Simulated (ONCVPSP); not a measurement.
**Transferability test, ONCV potential for beryllium (Be)**

```
Element                 : beryllium (Be)
Generator               : ONCVPSP 4.0.1
Type                    : optimised norm-conserving Vanderbilt (ONCV)
Functional              : LDA (Perdew-Zunger)
Relativity              : scalar-relativistic
Frozen core             : [He]
Valence charge          : 2
Reference configuration : 2s2
Partial waves           : 2s: rc 1.70 bohr, ncon 3, nbas 7, qcut 4.8 1/bohr, 1 projector; p scattering state at 0.31 Ha: rc 1.65 bohr, ncon 3, nbas 6, qcut 4.3 1/bohr, 2 projectors, debl 0.6 Ha; d scattering state at 0.07 Ha: rc 1.70 bohr, ncon 4, nbas 7, qcut 5.5 1/bohr, 2 projectors, debl 2 Ha
Local potential         : polynomial inside 1.45 bohr (lpopt 5, dvloc0 2 Ha)
Core correction         : Teter function, fcfact 3.5, rcfact 1.3
```

In the p channel the program set the typed energies aside and used 0.050, 0.650 Ha.

Energies are relative to the spin-unpolarised reference configuration 2s2; without spin polarisation the order of configurations can differ from experiment.

```json
{"valence configuration": "2s1", "charge": "+1", "ΔE all-electron (eV)": "9.520", "error AE − PS (meV)": "+12"}
{"valence configuration": "2s1.5", "charge": "+0.5", "ΔE all-electron (eV)": "3.752", "error AE − PS (meV)": "+2.0"}
```

Problem. What are ΔE and the potential's error for 2s1 2p1?

Solution. ΔE = 3.519 eV all-electron; the error (AE − PS) is +3.3 meV.

Problem. What are ΔE and the potential's error for 2s0 2p1?

Solution. ΔE = 13.334 eV all-electron; the error (AE − PS) is +15 meV.
